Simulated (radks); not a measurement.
The selenium anion Se- inside a hard spherical wall (all orbitals vanish at R), configuration held at [Ar] 3d10 4s2 4p5 and not refilled when levels cross. All-electron calculation, scalar-relativistic Kohn-Sham, r2SCAN, spin-polarised, spherical densities, finite nucleus; open shells are filled with parallel spins first; meta-GGA in the generalised Kohn-Sham scheme; Fermi nuclear charge, rms radius 4.14 fm. Program: a radial shooting solver on a logarithmic mesh with Libxc functionals. Eigenvalues in eV for spin up, with the zero of energy where the potential of the charges vanishes at infinity; a dash marks a level that is unbound or too diffuse for the functional's potential to be trusted. A positive occupied level is held by the wall or, in an anion where self-interaction has pushed it up, behind a barrier. The pressure on the wall is -dE/dV.

| R (bohr) | E (hartree) | kinetic (hartree) | e(3p) | e(3d) | e(4s) | e(4p) | e(5s, empty) | e(5p, empty) | pressure (GPa) |
|---|---|---|---|---|---|---|---|---|---|
| 15 | -2430.46735 | 2480.149 | -148.62 | -46.003 | -10.506 | 0.144 | 3.280 | 3.795 | 0.000329 |
| 8 | -2430.45985 | 2480.192 | -148.06 | -45.444 | -10.013 | 0.590 | 6.691 | 9.583 | 0.244 |
| 7 | -2430.44859 | 2480.252 | -147.54 | -44.929 | -9.594 | 0.991 | 8.412 | 12.266 | 0.860 |
| 5 | -2430.31495 | 2480.873 | -144.13 | -41.550 | -7.071 | 3.676 | 18.122 | 25.279 | 16.7 |
| 4 | -2429.94195 | 2482.388 | -138.70 | -36.192 | -3.118 | 8.322 | 33.701 | 43.860 | 102 |
| 3 | -2428.28458 | 2488.084 | -125.55 | -23.324 | 8.196 | 22.099 | 77.954 | 93.011 | 885 |
| 2 | -2417.90179 | 2518.952 | -88.694 | 12.938 | 58.460 | 80.711 | 248.45 | 270.77 | 15100 |
| 1.5 | -2391.09828 | 2593.571 | -35.737 | 68.324 | 170.19 | 201.47 | 552.44 | 573.55 | 106000 |
